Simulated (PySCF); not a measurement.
Electron correlation in S²⁺ (sulfur, charge +2)

[Ne] 3s2 3p2, high-spin 3P determinant. Calculation: PySCF 2.14, in cc-pVDZ-DK (4s3p1d, 18 functions); scalar relativity by spin-free X2C-1e. Frozen: [Ne]; 4 electrons correlated.

MP2 pair energies summed by pair of shells (mhartree):

```
 pair  energy  share (%)
3s-3p  -31.87       60.8
3s-3s  -15.08       28.8
3p-3p   -5.45       10.4
```

Total MP2 correlation energy: -52.41 mhartree.

Same-spin part -8.27 and opposite-spin part -44.14 mhartree; SCS-MP2 scales them by 1/3 and 6/5 to -55.72 mhartree.

```
  level  correlation energy (mhartree)
   CCSD                         -73.80
    (T)                          -0.82
CCSD(T)                         -74.62
```

Diagnostics: T1 = 0.0069, D1 = 0.0187, largest double amplitude 0.106.

Cost of the coupled-cluster step: 0.09 s of wall time on 1 thread of Neoverse-V1 (shared host), for 4 correlated electrons.

Iterations:

```
CC2 = 0
CCSD nocc = (np.int64(3), np.int64(1)), nmo = (13, 13)
frozen orbitals [[0, 1, 2, 3, 4], [0, 1, 2, 3, 4]]
max_cycle = 100
direct = 0
conv_tol = 1e-08
conv_tol_normt = 1e-06
diis_space = 8
diis_start_cycle = 0
Init t2, MP2 energy = -0.0524104011852651
Init E_corr(UCCSD) = -0.0524104011883677
cycle = 1  E_corr(UCCSD) = -0.0670641182289738  dE = -0.014653717  norm(t1,t2) = 0.0474079
cycle = 2  E_corr(UCCSD) = -0.0713748215577009  dE = -0.00431070333  norm(t1,t2) = 0.0176239
cycle = 3  E_corr(UCCSD) = -0.0738038928752269  dE = -0.00242907132  norm(t1,t2) = 0.00769999
cycle = 4  E_corr(UCCSD) = -0.0737858927090626  dE = 1.80001662e-05  norm(t1,t2) = 0.00124011
cycle = 5  E_corr(UCCSD) = -0.0738009250943439  dE = -1.50323853e-05  norm(t1,t2) = 0.000172956
cycle = 6  E_corr(UCCSD) = -0.0737958937055904  dE = 5.03138875e-06  norm(t1,t2) = 2.04697e-05
cycle = 7  E_corr(UCCSD) = -0.0737976823703286  dE = -1.78866474e-06  norm(t1,t2) = 4.11882e-06
cycle = 8  E_corr(UCCSD) = -0.0737972577944478  dE = 4.24575881e-07  norm(t1,t2) = 1.12557e-06
cycle = 9  E_corr(UCCSD) = -0.0737972692113094  dE = -1.14168616e-08  norm(t1,t2) = 7.17085e-08
cycle = 10  E_corr(UCCSD) = -0.0737972691689461  dE = 4.23632796e-11  norm(t1,t2) = 1.18887e-08
UCCSD converged
E(UCCSD) = -397.4774212257381  E_corr = -0.07379726916894612
UCCSD(T) correction = -0.000815758794207892
```
